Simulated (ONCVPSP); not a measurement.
**Reading a pseudo-wave (Al (Z = 13))**

Columns: radius, all-electron u(r) and pseudo u(r) of the 3p shell (level -2.71 eV) of aluminium in the configuration [Ne] 3s2 3p1; PBE, scalar-relativistic, ONCV scheme, ONCVPSP 4.0.1.

```tsv
r (bohr)	all-electron	pseudo
0.138	-0.1110	0.0046
0.275	-0.2014	0.0180
0.413	-0.2082	0.0401
0.550	-0.1591	0.0698
0.688	-0.0818	0.1064
0.825	0.0048	0.1479
0.963	0.0920	0.1932
1.100	0.1733	0.2400
1.238	0.2474	0.2875
1.375	0.3123	0.3335
1.513	0.3691	0.3777
1.650	0.4173	0.4185
1.788	0.4579	0.4555
1.925	0.4905	0.4872
2.062	0.5159	0.5133
2.200	0.5348	0.5333
2.338	0.5477	0.5471
2.475	0.5552	0.5550
2.613	0.5580	0.5580
2.750	0.5569	0.5569
2.888	0.5523	0.5523
3.025	0.5449	0.5449
3.162	0.5352	0.5352
3.300	0.5235	0.5235
3.438	0.5102	0.5102
3.575	0.4958	0.4958
```

**Question.** How many radial nodes do the two functions have?

**Answer.** The all-electron 3p function has n − l − 1 = 1; the pseudo-wave has 0, since the states of the same l below it are removed with the core.

**Question.** At about which radius was the pseudo-wave matched?

**Answer.** 2.75 bohr. The columns agree to 0.0005 from 2.48 bohr on; several derivatives are matched, so the curves merge somewhat inside the radius.

**Question.** Is the pseudo-wave norm-conserving?

**Answer.** Yes: the ONCV scheme keeps the norm inside the radius equal to the all-electron one, which fixes the energy derivative of the logarithmic derivative at the level.
